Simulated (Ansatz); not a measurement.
Ansatz (a program for electronic structure) input:

Ansatz 0.2 input:
```yaml
crystal:
  periodic: [false, false, false]
  atoms:
    - {symbol: Ga, position_ang: [-0.00000000, -0.00000000, -0.05077840]}
    - {symbol: H, position_ang: [0.00000000, 0.00000000, 1.57413054]}
basis:
  gaussian:
    orbitals: def2-TZVP
hamiltonian:
  xc: {name: wB97X-V}
magnetization: {spin_polarized: true, initial_magnetization: 2}
relax: {f_tol: 0.003, max_steps: 100}
```

Problem. Which total energy does the run end on?

Solution. -1925.15205 Eh (wB97X-V/def2-TZVP). The basis has 54 functions.

This is an excited triplet: at this geometry the singlet lies 2.01 eV lower at CCSD(T)/CBS(aug-cc-pVTZ,aug-cc-pVQZ).
